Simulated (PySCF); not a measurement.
Compound: m-xylene, C8H10.
Z-matrix (Å and degrees, GFN2-xTB geometry), rows numbered from 1:
```
C 
C   1  1.4992
C   2  1.3888  1  120.59
C   3  1.3830  2  120.36  1   179.28
C   4  1.3829  3  120.24  2    -0.14
C   5  1.3888  4  120.38  3    -0.26
C   6  1.4992  5  120.63  4   179.45
C   2  1.3880  1  120.64  3   178.90
H   1  1.0877  2  110.83  3    29.09
H   1  1.0907  2  109.98  3   -90.24
H   1  1.0877  2  110.97  3   150.28
H   3  1.0807  2  119.65  1    -0.67
H   4  1.0806  3  119.89  2   179.87
H   5  1.0807  4  119.97  3   179.74
H   7  1.0876  6  110.95  5   150.00
H   7  1.0905  6  110.07  5   -90.51
H   7  1.0875  6  110.78  5    28.87
H   8  1.0818  2  119.27  1     0.84
```

The closed-shell SCF was solved with PySCF and density fitting under several settings on one GFN2-xTB geometry (grid level 2 and gas phase unless stated).

```json
{"settings": "PBE0/pcSseg-1", "basis functions": "186", "SCF cycles": "13", "E (Eh)": "-310.4617", "HOMO (eV)": "-6.80", "LUMO (eV)": "-0.01", "dipole (D)": "0.39"}
{"settings": "PBE0/def2-SVPD", "basis functions": "240", "SCF cycles": "13", "E (Eh)": "-310.2946", "HOMO (eV)": "-6.80", "LUMO (eV)": "-0.09", "dipole (D)": "0.36"}
```

Estimate the rows for these settings: (1) mPW1PW91/pcSseg-0; (2) PBE0/def2-SVPD, IEF-PCM acetonitrile, fitting basis def2-qzvpp-jkfit, level shift 0.3 Eh.

```
                                                                                settings  basis functions  SCF cycles     E (Eh)  HOMO (eV)  LUMO (eV)  dipole (D)
                                                                       mPW1PW91/pcSseg-0               92          12  -310.1354      -6.91       0.13        0.39
PBE0/def2-SVPD, IEF-PCM acetonitrile, fitting basis def2-qzvpp-jkfit, level shift 0.3 Eh              240          12  -310.2990      -6.86      -0.15        0.55
```

Over all rows, what range does the HOMO–LUMO gap span?

From 6.71 eV to 7.04 eV.

And the dipole moment?

From 0.36 D (PBE0/def2-SVPD) to 0.55 D (PBE0/def2-SVPD, IEF-PCM acetonitrile, fitting basis def2-qzvpp-jkfit, level shift 0.3 Eh); the largest is 1.53 times the smallest, and the median is 0.39 D.

Compare two rows with the functional PBE0: PBE0/pcSseg-1 and PBE0/def2-SVPD. Which energy is lower, and by how much?

PBE0/pcSseg-1 (186 functions) lies 0.1671 Eh or 105 kcal/mol below PBE0/def2-SVPD (240 functions). The smaller set gives the lower energy; the two sets aren't nested, so the variational bound doesn't order them by size.

Whole jobs, the steps after the SCF included, on Intel Xeon at 2.70 GHz, one thread, no GPU, on a shared host:

```csv
settings,work after the SCF,wall time,peak memory
PBE0/pcSseg-1,"shieldings, ring-centre shieldings, charges and field gradients, density and orbital grids written",60 s,0.83 GiB
PBE0/def2-SVPD,"6 singlets by full TDDFT, 2 Tamm–Dancoff triplets, polarisability, density and orbital grids written",82 s,0.94 GiB
mPW1PW91/pcSseg-0,"6 singlets by full TDDFT, polarisability",15 s,0.58 GiB
"PBE0/def2-SVPD, IEF-PCM acetonitrile, fitting basis def2-qzvpp-jkfit, level shift 0.3 Eh","shieldings, ring-centre shieldings, charges and field gradients",75 s,1.2 GiB
```

Cycle counts include a coarse-grid stage where the run had one. The species at its GFN2-xTB geometry.
